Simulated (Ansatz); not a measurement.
Ansatz (a first-principles code) input (CCSD(T)/aug-cc-pVDZ):

Ansatz 0.2 input:
```yaml
crystal:
  periodic: [false, false, false]
  atoms:
    - {symbol: C, position_ang: [1.59719030, 0.19850803, 0.10445867]}
    - {symbol: C, position_ang: [0.46338925, -0.77883048, -0.19216156]}
    - {symbol: C, position_ang: [-0.87644889, -0.31779276, 0.33616147]}
    - {symbol: F, position_ang: [-1.25734084, 0.87869393, -0.28533279]}
    - {symbol: H, position_ang: [1.39387359, 1.17385583, -0.33824818]}
    - {symbol: H, position_ang: [1.72301410, 0.33829457, 1.18087625]}
    - {symbol: H, position_ang: [2.54353264, -0.16490323, -0.29846995]}
    - {symbol: H, position_ang: [0.37565548, -0.94347248, -1.26960819]}
    - {symbol: H, position_ang: [0.67488599, -1.75442217, 0.25804690]}
    - {symbol: H, position_ang: [-0.83724573, -0.12031814, 1.41107334]}
    - {symbol: H, position_ang: [-1.66243247, -1.04858841, 0.13357339]}
basis:
  gaussian:
    orbitals: aug-cc-pVDZ
magnetization: {spin_polarized: false}
correlation: {method: ccsd_t, electrons: outside_noble_gas}
output: {forces: true}
```

Output:

```
Functional definition: HF
integrals: 0.47 GiB planned
1510 factors; integrals over basis functions are off by at most 7.4e-4 eV
mean field: 0.68 GiB planned
mean field evaluation 1: about -5905.5052 eV, gradient 3.5e1 eV
mean field evaluation 2: about -5905.5213 eV, gradient 3.5e1 eV
mean field evaluation 4: about -5908.7067 eV, gradient 3.5e0 eV
mean field evaluation 8: about -5908.7464 eV, gradient 2.2e-1 eV
mean field evaluation 16: about -5908.1985 eV, gradient 1.5e1 eV
mean field -5908.74655769 eV, -217.1424309029 hartree, gradient 2.5e-6 eV, S^2 0.000000; 0 other end points of the search recorded, 0 dependent functions left out
4 core orbitals not correlated
reference -5908.74655769 eV, -217.1424309029 hartree; 13, 13 occupied and 138, 138 virtual orbitals, 1510 factors
densities: 2.81 GiB planned
second order -17.80318604 eV of doubles, -0.00000000 eV of singles
coupled cluster: 1.46 GiB planned
cycle   1  -18.52020029 eV  change   -7.2e-1 eV  update   9.1e-2
cycle   2  -18.95493427 eV  change   -4.3e-1 eV  update   2.6e-2
cycle   3  -19.06149083 eV  change   -1.1e-1 eV  update   1.3e-2
cycle   4  -19.06113148 eV  change    3.6e-4 eV  update   2.4e-3
cycle   5  -19.06057554 eV  change    5.6e-4 eV  update   9.5e-4
cycle   6  -19.06085669 eV  change   -2.8e-4 eV  update   2.5e-4
cycle   7  -19.06087707 eV  change   -2.0e-5 eV  update   9.2e-5
cycle   8  -19.06085706 eV  change    2.0e-5 eV  update   2.9e-5
cycle   9  -19.06085527 eV  change    1.8e-6 eV  update   1.0e-5
perturbative correction -0.55448897 eV, -0.0203770939 hartree
the calculation of the forces begins
Total energy: -5928.36190194 eV, -217.8632815081 hartree
Atom 0 at     1.597190     0.198508     0.104459 Å, force    -0.087744    -0.030657    -0.004336 eV/Å
Atom 1 at     0.463389    -0.778830    -0.192162 Å, force     0.049895     0.045845    -0.021381 eV/Å
Atom 2 at    -0.876449    -0.317793     0.336161 Å, force     0.095361    -0.166647     0.084084 eV/Å
Atom 3 at    -1.257341     0.878694    -0.285333 Å, force    -0.138464     0.512313    -0.272725 eV/Å
Atom 4 at     1.393874     1.173856    -0.338248 Å, force    -0.096788     0.434334    -0.205607 eV/Å
Atom 5 at     1.723014     0.338295     1.180876 Å, force     0.045789     0.049892     0.477203 eV/Å
Atom 6 at     2.543533    -0.164903    -0.298470 Å, force     0.409842    -0.168171    -0.177720 eV/Å
Atom 7 at     0.375655    -0.943472    -1.269608 Å, force    -0.043121    -0.056377    -0.456127 eV/Å
Atom 8 at     0.674886    -1.754422     0.258047 Å, force     0.078415    -0.404564     0.210796 eV/Å
Atom 9 at    -0.837246    -0.120318     1.411073 Å, force     0.015063     0.083513     0.449509 eV/Å
Atom 10 at    -1.662432    -1.048588     0.133573 Å, force    -0.328248    -0.299480    -0.083695 eV/Å
Dipole moment:     0.156264    -0.335452     0.143310 e Å
```
